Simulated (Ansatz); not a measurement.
`CO[Si](N)(F)Cl` + HCl → `N[Si](F)(Cl)Cl` + CH₃OH at 700 K and 1 bar (ligand exchange at the Si–O bond).

Computed with Ansatz on PBE0-D4/def2-TZVP structures; ΔE is electronic, products minus reactants. CCSD(T)/CBS adds triple-zeta CCSD(T) − MP2 to the extrapolated MP2 energy (def2 sets, frozen cores). This one scheme is used for every species. Each species was taken in one conformer, which may not be the lowest.

```json
{"species": "`CO[Si](N)(F)Cl`", "CCSD(T)/CBS energy (Eh)": "-1019.79558", "H − E (kJ/mol)": "283.2", "S (J/(mol·K))": "519.5"}
{"species": "HCl", "CCSD(T)/CBS energy (Eh)": "-460.38127", "H − E (kJ/mol)": "38.4", "S (J/(mol·K))": "211.8"}
{"species": "`N[Si](F)(Cl)Cl`", "CCSD(T)/CBS energy (Eh)": "-1364.55198", "H − E (kJ/mol)": "154.2", "S (J/(mol·K))": "448.3"}
{"species": "CH₃OH", "CCSD(T)/CBS energy (Eh)": "-115.61712", "H − E (kJ/mol)": "170.8", "S (J/(mol·K))": "288.5"}
```

H − E and S are ideal-gas, rigid-rotor, harmonic terms from PBE0-D4/def2-TZVP, for one conformer and one mirror image of each species. 1 Eh = 2625.50 kJ/mol, R = 8.31446 J/(mol·K).

By hand: ΔE, ΔH, ΔS and ΔG.

ΔE = (-1364.55198) + (-115.61712) − (-1019.79558) − (-460.38127) = 0.00775 Eh = 20.3 kJ/mol. Δ(H − E) = 154.2 + 170.8 − 283.2 − 38.4 = 3.4, so ΔH = 23.7 kJ/mol. ΔS = 448.3 + 288.5 − 519.5 − 211.8 = 5.5 J/(mol·K). ΔG = 23.7 − 700 × (5.5)/1000 = 19.8 kJ/mol.

By hand: the equilibrium constant, and the temperature at which ΔG would vanish if ΔH and ΔS stayed fixed.

log₁₀ K = −ΔG/(RT ln 10) = -1.5. ΔG = 0 at ΔH/ΔS = 4309 K, far beyond where these terms or the molecules hold.

The number of gas molecules stays the same, so ΔS is small and ΔH decides. A doubt of 5 kJ/mol in ΔE shifts log₁₀ K by 0.4 here. Other conformers and mirror images would add mixing entropy, several J/(mol·K) or more a flexible species. These are equilibria of isolated gas molecules and say nothing of rates. Largest T1 diagnostic: 0.010 (customary marks: 0.02 for closed shells, 0.045 for open ones).
